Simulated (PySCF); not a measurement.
PySCF input (M06-2X/def2-TZVPD):

```python
from pyscf import gto, scf, dft

mol = gto.M(
    atom='''
    B    -0.00000000   -0.00000000   -0.20551333
    H     0.00000000    0.00000000    1.02756663
    ''',
    basis='def2-tzvpd',
    charge=0,
    spin=0,
    verbose=4,
)

mf = dft.RKS(mol, xc='m062x').density_fit(auxbasis='def2-universal-jkfit')
mf.grids.level = 4
mf.conv_tol = 1e-9
mf.max_cycle = 100
mf.max_memory = 1500
mf.kernel()
if not mf.converged:
    mf = mf.newton()
    mf.kernel(mf.make_rdm1())
mf.analyze()
```

End of the output:

```
Extra cycle  E= -25.2825942155278  delta_E= -1.09e-12  |g|= 2.47e-07  |ddm|= 4.83e-06
converged SCF energy = -25.2825942155278
**** SCF Summaries ****
Total Energy =                         -25.282594215527837
Nuclear Repulsion Energy =               2.145753836271900
One-electron Energy =                  -37.247762393239924
Two-electron Energy =                    9.819414341440188
Two-electron Coulomb Energy =           14.102740896590072
DFT Exchange-Correlation Energy =       -4.283326555149884
HOMO-LUMO gap [eV] =                     6.472923922511098
**** MO energy ****
MO #1   energy= -7.13084156338581  occ= 2
MO #2   energy= -0.550540686157426 occ= 2
MO #3   energy= -0.283847800168886 occ= 2
MO #4   energy= -0.0459722315464866 occ= 0
MO #5   energy= -0.0459722315464856 occ= 0
MO #6   energy= 0.0155526330734919 occ= 0
MO #7   energy= 0.0988303684766265 occ= 0
MO #8   energy= 0.130166480197601  occ= 0
MO #9   energy= 0.130166480197601  occ= 0
MO #10  energy= 0.131584895477376  occ= 0
MO #11  energy= 0.1355961799458    occ= 0
MO #12  energy= 0.135596183773266  occ= 0
MO #13  energy= 0.177813060986832  occ= 0
MO #14  energy= 0.177813060986843  occ= 0
MO #15  energy= 0.218933324831845  occ= 0
MO #16  energy= 0.266688470505601  occ= 0
MO #17  energy= 0.309774977165653  occ= 0
MO #18  energy= 0.309774977165663  occ= 0
MO #19  energy= 0.381202324984255  occ= 0
MO #20  energy= 0.511776290752882  occ= 0
MO #21  energy= 0.543204583307565  occ= 0
MO #22  energy= 0.543205074104592  occ= 0
MO #23  energy= 0.571011234255781  occ= 0
MO #24  energy= 0.571011234255783  occ= 0
MO #25  energy= 0.787372185285442  occ= 0
MO #26  energy= 0.910667423249238  occ= 0
MO #27  energy= 0.926535746994868  occ= 0
MO #28  energy= 0.926535746994872  occ= 0
MO #29  energy= 1.13905906214199   occ= 0
MO #30  energy= 1.57694159445923   occ= 0
MO #31  energy= 1.57694159445924   occ= 0
MO #32  energy= 1.68577847183097   occ= 0
MO #33  energy= 1.6857806817286    occ= 0
MO #34  energy= 1.68703585188553   occ= 0
MO #35  energy= 1.68703585188554   occ= 0
MO #36  energy= 1.76610644420105   occ= 0
MO #37  energy= 1.87137706244896   occ= 0
MO #38  energy= 1.87137960609423   occ= 0
MO #39  energy= 1.90955787140763   occ= 0
MO #40  energy= 1.90955787140766   occ= 0
MO #41  energy= 1.98989840609969   occ= 0
MO #42  energy= 2.31738943344343   occ= 0
MO #43  energy= 2.31738943344344   occ= 0
MO #44  energy= 2.91604820346053   occ= 0
MO #45  energy= 3.13564372734232   occ= 0
MO #46  energy= 13.6936468427137   occ= 0
 ** Mulliken pop on meta-lowdin orthogonal AOs  **
 ** Mulliken pop  **
pop of  0 B 1s            1.99991
pop of  0 B 2s            1.74346
pop of  0 B 3s            0.01549
pop of  0 B 4s            0.00055
pop of  0 B 5s            0.00019
pop of  0 B 6s            0.00002
pop of  0 B 2px           0.00000
pop of  0 B 2py           0.00000
pop of  0 B 2pz           1.21968
pop of  0 B 3px           0.00000
pop of  0 B 3py           0.00000
pop of  0 B 3pz           0.00608
pop of  0 B 4px           0.00000
pop of  0 B 4py           0.00000
pop of  0 B 4pz           0.00164
pop of  0 B 3dxy          0.00000
pop of  0 B 3dyz          0.00000
pop of  0 B 3dz^2         0.00989
pop of  0 B 3dxz          0.00000
pop of  0 B 3dx2-y2       0.00000
pop of  0 B 4dxy          0.00000
pop of  0 B 4dyz          0.00000
pop of  0 B 4dz^2         0.00023
pop of  0 B 4dxz          0.00000
pop of  0 B 4dx2-y2       0.00000
pop of  0 B 5dxy          0.00000
pop of  0 B 5dyz          0.00000
pop of  0 B 5dz^2         0.00054
pop of  0 B 5dxz          0.00000
pop of  0 B 5dx2-y2       0.00000
pop of  0 B 4f-3          0.00000
pop of  0 B 4f-2          0.00000
pop of  0 B 4f-1          0.00000
pop of  0 B 4f+0          0.00028
pop of  0 B 4f+1          0.00000
pop of  0 B 4f+2          0.00000
pop of  0 B 4f+3          0.00000
pop of  1 H 1s            0.99035
pop of  1 H 2s            0.00676
pop of  1 H 3s            0.00115
pop of  1 H 2px           0.00000
pop of  1 H 2py           0.00000
pop of  1 H 2pz           0.00188
pop of  1 H 3px           0.00000
pop of  1 H 3py           0.00000
pop of  1 H 3pz           0.00189
 ** Mulliken atomic charges  **
charge of    0B =      0.00203
charge of    1H =     -0.00203
Dipole moment(X, Y, Z, Debye): -0.00000, -0.00000,  1.57299
```
